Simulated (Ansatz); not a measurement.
CH6GeOS (`C[S][GeH2][OH]`). The species carries charge 0 and has multiplicity 1. All single points use the PBE0-D4/def2-TZVP geometry. It is one conformer, not always the lowest.

```xyz
10

C     1.072   -0.427    1.292
S     1.387    0.490   -0.243
Ge   -0.684    0.795   -0.952
O    -1.320   -0.586   -1.879
H     0.749   -1.448    1.091
H     0.333    0.082    1.912
H     2.017   -0.462    1.833
H    -0.694    1.949   -1.954
H    -1.568    1.018    0.293
H    -1.292   -1.412   -1.393
```

Problem. What is the dipole moment at ωB97M-V/def2-TZVPP? (An estimate is asked.)

Solution. Ansatz gave: 2.39 D, with components (-0.37, -0.74, 2.24) D in this frame, pointing from negative to positive charge.

Problem. And with PBE, r2SCAN, B3LYP? (Estimate.)

Solution. Ansatz gave: PBE 2.33 D, r2SCAN 2.44 D, B3LYP 2.40 D.

Problem. Give the Mulliken charges with ωB97M-V, B3LYP, PBE in def2-TZVPP. (An estimate is asked.)

Solution. The calculation gave: 
| atom | ωB97M-V | B3LYP | PBE |
| --- | --- | --- | --- |
| C1 | -0.36 | -0.29 | -0.27 |
| S2 | -0.20 | -0.24 | -0.24 |
| Ge3 | 0.35 | 0.43 | 0.38 |
| O4 | -0.41 | -0.42 | -0.38 |
| H5 | 0.14 | 0.12 | 0.12 |
| H6 | 0.14 | 0.13 | 0.12 |
| H7 | 0.14 | 0.13 | 0.12 |
| H8 | 0.04 | 0.01 | 0.01 |
| H9 | 0.00 | -0.03 | -0.03 |
| H10 | 0.16 | 0.17 | 0.17 |

B3LYP here is the variant with VWN-RPA as its local correlation; programs differ in this.
